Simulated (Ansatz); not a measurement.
`C=CC1=C[SiH2]1` + HCl → `ClC1=C[SiH2]1` + ethylene  (substitution at a C–C bond)

Gas-phase electronic energies from Ansatz, PBE0-D4/def2-TZVP geometries. CCSD(T)/CBS is the MP2 limit (def2-TZVPP, def2-QZVPP) plus CCSD(T) − MP2 in def2-TZVPP, frozen cores. This one scheme is used for every species. DFT in def2-TZVPP. B3LYP here is the variant with VWN-RPA as its local correlation; programs differ in this. Each species was taken in one conformer, which may not be the lowest.

```tsv
level	ΔE (kcal/mol)	difference from CCSD(T)/CBS
PBE-D4	11.6	-0.8
BLYP-D4	11.3	-1.1
B3LYP-D4	12.0	-0.4
r2SCAN0-D4	12.6	0.2
r2SCAN0	12.3	-0.1
BHLYP	11.9	-0.5
LC-ωPBE	11.5	-0.9
CCSD(T)/def2-SVP	14.6	2.2
MP2/def2-QZVPP	13.0	0.6
HF/CBS(def2)	11.9	-0.5
CCSD(T)/CBS	12.4	0
```

Largest T1 diagnostic among the species: 0.013.

At CCSD(T), def2-SVP lies +2.2 kcal/mol from the extrapolated value and def2-TZVPP +0.3 kcal/mol. In def2-TZVPP, CCSD(T) changes the Hartree–Fock value by +0.8 kcal/mol (the triples alone add +0.0 kcal/mol) and MP2 by +1.3 kcal/mol.
